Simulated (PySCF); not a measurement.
Fill in the blanks.

Species: C4H7F3O3.
InChI=1S/C4H7F3O3/c1-8-3(9-2)10-4(5,6)7/h3H,1-2H3

Conformer (atom-mapped SMILES and torsion angles): `[CH3:1][O:2][CH:3]([O:4][CH3:5])[O:6][C:7]([F:8])([F:9])[F:10]`: C1–O2–C3–O4 -168°, O2–C3–O4–C5 -50°, O2–C3–O6–C7 -156°, C3–O6–C7–F8 -62°.

```csv
property,level,value
point group of the GFN2-xTB geometry,GFN2-xTB,?
"rotational constants A, B, C of the GFN2-xTB geometry",GFN2-xTB,?
dipole moment,PBE0/pcSseg-1,2.79 D
HOMO energy,PBE0/pcSseg-1,?
LUMO energy,PBE0/pcSseg-1,?
13C chemical shifts (computed TMS as zero) by class,GIAO PBE0/pcSseg-1,?
1H chemical shifts (computed TMS as zero) by class,GIAO PBE0/pcSseg-1,?
"isotropic shieldings of nuclei other than C and H, by class",GIAO PBE0/pcSseg-1,?
```

The electronic properties come from PySCF, for the isolated species, density fitting. NMR classes are plain means over equivalent atoms (diastereotopic ones count apart unless rotation or inversion swaps them), as if these changed places fast; in this geometry the members of some classes differ.

**Question.** What is the point group of the GFN2-xTB geometry?

**Answer.** C1.

**Question.** Give the LUMO energy.

**Answer.** 1.49 eV.

**Question.** The isotropic shieldings of nuclei other than C and H, by class?

**Answer.** 170 (1 O), 254 (2 O), 244 (3 F) ppm.

**Question.** Give the HOMO energy.

**Answer.** -8.61 eV.

**Question.** The 1H chemical shifts (computed TMS as zero) by class?

**Answer.** 5.98 (1 H), 3.75 (6 H) ppm.

**Question.** Give the 13C chemical shifts (computed TMS as zero) by class.

**Answer.** 129.2 (1 C), 119.4 (1 C), 54.5 (2 C) ppm.

**Question.** Give the rotational constants A, B, C of the GFN2-xTB geometry.

**Answer.** 1.842, 1.024, 0.785 GHz.

With B = h/(8π²I), that is 505.379 GHz u Å² over I, the principal moments of inertia are 274.3, 493.5 and 643.6 u Å² (most abundant isotopes); the inertial defect Ic − Ia − Ib is -124.2 u Å² (zero for a rigid planar frame, negative otherwise). A dipole of 2.79 D is allowed in C1, and pure rotational transitions are dipole-allowed. The rotational constants make it an asymmetric top with κ = (2B − A − C)/(A − C) = -0.55, nearer the prolate limit (−1). The dipole matches unit charges of opposite sign 0.58 Å apart (1 e·Å = 4.8032 D).

For the NMR shielding job (PBE0/pcSseg-1), time: 2.1 min wall, 93 s CPU; peak memory 0.92 GiB. Hardware: Intel Xeon at 2.50 GHz, one thread, shared host with 64 logical CPUs at a one-minute load of 56.

One conformer stands for the species.
